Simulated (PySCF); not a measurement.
Electronic structure of Ca⁺ (calcium, charge +1) at the UHF level

Configuration: [Ar] 4s1, 2S determinant. All numbers are calculated (PySCF 2.14, scalar relativity by spin-free X2C-1e, in an even-tempered Gaussian basis (24 s from 0.0056 bohr⁻², ratio 2.5; 16 p from 0.0073 bohr⁻², ratio 2.5; 6 d from 0.11 bohr⁻², ratio 2.7; 6 f from 0.16 bohr⁻², ratio 2.7)).

```
Total energy                        : -679.444410 hartree
One-electron energy                 : -925.5446 hartree
Hartree (Coulomb) energy            : 281.4461 hartree
Exchange energy                     : -35.3460 hartree
⟨S²⟩                                : 0.7502
⟨L²⟩                                : 0.000
Sum of ⟨r⟩                          : 16.47 bohr
Sum of ⟨r²⟩                         : 31.08 bohr²
Langevin diamagnetic susceptibility : -24.6 ×10⁻⁶ cm³/mol
```

```csv
shell,electrons,mean orbital energy (hartree),"rms radius, mean of both spins (bohr)"
1s α,1,-150.36102,0.0888
1s β,1,-150.35800,0.0888
2s α,1,-17.21124,0.393
2s β,1,-17.20631,0.393
2p α,3,-13.88427,0.362
2p β,3,-13.88254,0.362
3s α,1,-2.50825,1.24
3s β,1,-2.49642,1.24
3p α,3,-1.58301,1.38
3p β,3,-1.57843,1.38
4s α,1,-0.41821,3.94
```

Densities and radii are taken from the X2C orbitals without a picture-change correction, which distorts them close to the nucleus.
